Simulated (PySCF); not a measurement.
**Telling isomers of C₄H₁₀F₂OSi₂ apart by NMR**

Averaged over atoms made equivalent by symmetry, fast rotation or ring inversion, single conformer, non-relativistic Hamiltonian, isolated molecule. Geometry: GFN2-xTB; NMR shieldings at PBE0/pcSseg-1/GIAO; PySCF.

References, each an isolated molecule treated in the same way: TMS for ¹H (31.72 ppm), ¹³C (186.93 ppm). Splittings of carbon signals by F and P are missing where no couplings were computed. Where no couplings were computed, multiplicities follow the n + 1 count of equivalent neighbours, and m marks all less simple cases (inequivalent or close neighbours, rings, F or P nearby). Shifts are as computed. Against solution values, carbons near 30 ppm lie about +3 ppm off and those near 130 ppm about +5 ppm. Of 1309 compounds with measured shifts, 239 miss one by over three times the rms of a fit or turn the order of signals round; such compounds aren't used in these exercises.

(1) Tabulate the signals of `CO[SiH2]C([SiH2]C)=C(F)F`, `CCO/C([SiH3])=C\[SiH](F)F` and their relative energies.

(2) What is the quickest way to tell CO[SiH2]C([SiH2]C)=C(F)F from CCO/C([SiH3])=C\[SiH](F)F?

Results:

(1) 
```tsv
SMILES	carbon types	δC	δH	E rel. (kcal/mol)
CO[SiH2]C([SiH2]C)=C(F)F	2×C 2×CH3	167.0, 71.6, 53.7, -4.2	5.28 (s, 2H), 4.62 (q, 2H), 3.84 (s, 3H), 0.31 (t, 3H)	46.4
CCO/C([SiH3])=C\[SiH](F)F	1×C 1×CH 1×CH2 1×CH3	184.7, 119.1, 69.0, 17.8	5.24 (m, 1H), 5.21 (m, 1H), 4.32 (s, 3H), 4.10 (q, 2H), 1.45 (t, 3H)	0.0
```

Energies are electronic energies at PBE0/pcSseg-1 on these geometries, without zero-point or thermal terms, each for the one conformer computed, which needn't be the lowest.

(2) Both give the same number of carbon signals, but DEPT or the intensities differ. The first has a fully substituted alkene carbon (C) at 71.6 ppm, the second a β carbon of an enol-ether or enamine type C=C (CH) at 119.1 ppm. Their most deshielded carbons lie at 167.0 and 184.7 ppm.
